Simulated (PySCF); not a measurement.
**Electron correlation in S (sulfur, neutral)**

[Ne] 3s2 3p4, high-spin 3P determinant. Calculation: PySCF 2.14, in aug-cc-pV(5+d)Z (8s7p6d4f3g2h, 136 functions); no relativity, point nucleus. Frozen: [Ne]; 6 electrons correlated.

MP2 pair energies summed by pair of shells (mhartree):

```csv
pair,energy,share (%)
3s-3p,-61.99,46.6
3p-3p,-59.85,45.0
3s-3s,-11.25,8.5
```

Total MP2 correlation energy: -133.09 mhartree.

Same-spin part -28.92 and opposite-spin part -104.17 mhartree; SCS-MP2 scales them by 1/3 and 6/5 to -134.64 mhartree.
